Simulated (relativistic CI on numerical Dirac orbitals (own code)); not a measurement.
## Slater and spin-orbit integrals, Kr¹⁹⁺

Calculated at this level of theory: Dirac-Coulomb-Breit CI, separate exchange-only KLI orbitals for each configuration, model QED, unscaled Slater integrals (own radial code, finite nucleus).

Slater integrals F^k, G^k are unscaled and averaged over j, outside the closed core [Ne]; ζ comes from projecting the Hamiltonian with its Breit term on Σ l·s of the shell.

- 3s2 3p5: ζ(3p) = 58738 cm⁻¹; <r>(3p) = 0.4599, <r^2>(3p) = 0.2437 (bohr units).
- 3s2 3p4 3d: F^2(3p,3p) = 216640, ζ(3p) = 58645, F^2(3p,3d) = 216520, G^1(3p,3d) = 238830, G^3(3p,3d) = 157410, ζ(3d) = 6538.8 cm⁻¹; <r>(3p) = 0.4605, <r^2>(3p) = 0.2444, <r>(3d) = 0.4185, <r^2>(3d) = 0.2038 (bohr units).
- 3s 3p5 3d: G^1(3s,3p) = 277100, ζ(3p) = 58594, G^2(3s,3d) = 180760, F^2(3p,3d) = 216300, G^1(3p,3d) = 238700, G^3(3p,3d) = 157290, ζ(3d) = 6625.4 cm⁻¹; <r>(3s) = 0.4692, <r^2>(3s) = 0.2504, <r>(3p) = 0.461, <r^2>(3p) = 0.2449, <r>(3d) = 0.4191, <r^2>(3d) = 0.2044 (bohr units).

Averages of the first 10 configurations, taken without configuration mixing, which lowers the lowest level and can move excited configurations by several eV; other configurations of the list can lie among them:

```tsv
Configuration	Parity	States	Average energy above the lowest level (eV)
3s2 3p5	odd	6	9.9
3s 3p6	even	2	91.1
3s2 3p4 3d	even	150	109.3
3s 3p5 3d	odd	120	186.4
3p6 3d	even	10	272.9
3s 3p4 3d2	even	1350	285.0
3s2 3p3 3d 4p	even	1200	525.5
3s2 3p4 4s	even	30	398.9
3p6 4s	even	2	564.3
3p6 4p	odd	6	590.3
```
